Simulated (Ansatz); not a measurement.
A CCSD(T) single point on `O[Si](O)(F)CF`.

```yaml
crystal:
  periodic: [false, false, false]
  atoms:
    - {symbol: O, position_ang: [1.210532, -0.186530, -1.405908]}
    - {symbol: Si, position_ang: [0.194550, -0.476040, -0.177915]}
    - {symbol: O, position_ang: [1.054651, -0.889485, 1.139749]}
    - {symbol: F, position_ang: [-0.802112, -1.673066, -0.513628]}
    - {symbol: C, position_ang: [-0.830217, 1.072570, 0.048880]}
    - {symbol: F, position_ang: [-1.668447, 0.905628, 1.151604]}
    - {symbol: H, position_ang: [1.975921, -0.750408, -1.525289]}
    - {symbol: H, position_ang: [0.593616, -1.284057, 1.881494]}
    - {symbol: H, position_ang: [-1.451482, 1.286051, -0.826467]}
    - {symbol: H, position_ang: [-0.193913, 1.944236, 0.230380]}
basis:
  gaussian: {orbitals: def2-TZVPP}
correlation: {method: ccsd_t}
```

```sh
$ ansatz run in.yaml --threads 4 --pin off --events-out ev --progress --plain --max-ram 10444MiB
```

Output of Ansatz, abridged:

```
Functional definition: HF
1566 factors; integrals over basis functions are off by at most 9.9e-4 eV
mean field evaluation 1: about -18447.0636 eV, gradient 5.4e1 eV
mean field evaluation 2: about -18447.3333 eV, gradient 5.4e1 eV
mean field evaluation 4: about -18452.2085 eV, gradient 3.4e0 eV
mean field evaluation 8: about -18452.2692 eV, gradient 2.6e-1 eV
mean field -18452.26933297 eV, -678.1083905892 hartree, gradient 2.3e-6 eV, S^2 0.000000; 0 other end points of the search recorded, 0 dependent functions left out
10 core orbitals not correlated: weight in the atoms' cores, before any rotation towards them, 1.000 or more for the frozen orbitals, at most 0.000 for the correlated occupied ones
reference -18452.26933297 eV, -678.1083905892 hartree; 19, 19 occupied and 224, 224 virtual orbitals, 1566 factors
second order -34.23131944 eV of doubles, -0.00000000 eV of singles
cycle   1  -33.96303248 eV  change    2.7e-1 eV  update   1.1e-1
cycle   2  -34.63222041 eV  change   -6.7e-1 eV  update   3.1e-2
cycle   3  -34.78829235 eV  change   -1.6e-1 eV  update   1.5e-2
cycle   4  -34.76917194 eV  change    1.9e-2 eV  update   3.0e-3
cycle   5  -34.76723226 eV  change    1.9e-3 eV  update   1.3e-3
cycle   6  -34.76839610 eV  change   -1.2e-3 eV  update   3.9e-4
cycle   7  -34.76824084 eV  change    1.6e-4 eV  update   1.5e-4
cycle   8  -34.76812510 eV  change    1.2e-4 eV  update   4.9e-5
cycle   9  -34.76812804 eV  change   -2.9e-6 eV  update   2.2e-5
perturbative correction -1.13339292 eV, -0.0416514214 hartree
Total energy: -18488.17085393 eV, -679.4277471495 hartree
```

Hardware: 4 threads of an Arm Neoverse V1 on a shared host. Wall time 5.5 min, peak host memory 6.1 GiB.

Correlation energy per correlated electron: -0.945 eV. T1 diagnostic: 0.0115.
